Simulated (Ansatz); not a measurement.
Cost and result up the ladder for the cluster B13 (the lowest doublet isomer of a short search) (13 atoms). Total charge 0; doublet. Geometry: PBE-D4/def2-SVP.

Cartesian coordinates in Å:
```
B -1.666 -1.905 0.663
B -0.960 1.259 -2.138
B -1.973 0.144 -1.779
B -0.612 0.294 -0.812
B -0.515 -2.002 1.703
B 1.746 1.868 -0.543
B 0.428 1.649 -1.400
B -1.911 -0.936 -0.571
B 0.840 0.547 0.113
B 1.842 -0.075 1.584
B 0.821 -1.203 1.944
B -0.362 -0.776 0.536
B 2.323 1.136 0.701
```

Ansatz on 4 threads of Arm Neoverse V1 on a shared host. Times are rough, and most runs start from the orbitals of an earlier one. ωB97X-V/def2-TZVP serves as the yardstick here, not as an exact answer. Differences are given only for rows in sets of like size (and for xTB, whose basis is part of the method), since another set adds its own error. Binding counts from free atoms at the same level (B doublet; other spins of the atoms weren't run), without zero-point energy or a counterpoise term.

B3LYP takes the VWN-RPA correlation. Correlated methods freeze 13 core orbitals. The rows differ in basis, and correlated rows in double-zeta sets carry the largest basis error. The structure comes from a short search, and lower isomers may exist.

Correlated methods converge slowly with the basis, most of all in double-zeta sets.

| level | functions | wall time |
| --- | --- | --- |
| HF/6-31G | 117 | 3.5 s |
| B3LYP-D4/6-31G | 117 | 5.5 s |
| PBE-D4/def2-SVP | 182 | 6 s |
| MP2/def2-SVP | 182 | 7 s |
| PBE0-D4/def2-SVP | 182 | 11 s |
| PBE-D4/def2-TZVP | 403 | 20 s |
| r2SCAN-D4/def2-TZVP (with forces) | 403 | 39 s |
| PBE0-D4/def2-TZVP | 403 | 53 s |
| HF/def2-TZVP | 403 | 3.2 min |
| ωB97X-V/def2-TZVP | 403 | 3.9 min |

**Question.** Estimate what each level gives for the binding energy per atom (eV).

**Answer.** 
| level | binding energy per atom (eV) | difference from ωB97X-V/def2-TZVP (eV) | remarks |
| --- | --- | --- | --- |
| HF/6-31G | 3.35 | – | spin-contaminated (⟨S²⟩ 0.87) |
| B3LYP-D4/6-31G | 4.70 | – | – |
| PBE-D4/def2-SVP | 5.32 | – | – |
| MP2/def2-SVP | 4.98 | – | spin-contaminated (⟨S²⟩ 0.86) |
| PBE0-D4/def2-SVP | 5.19 | – | – |
| PBE-D4/def2-TZVP | 5.22 | 0.45 | – |
| r2SCAN-D4/def2-TZVP (with forces) | 5.09 | 0.32 | – |
| PBE0-D4/def2-TZVP | 5.08 | 0.31 | – |
| HF/def2-TZVP | 3.51 | -1.26 | spin-contaminated (⟨S²⟩ 0.88) |
| ωB97X-V/def2-TZVP | 4.77 | 0.00 | – |
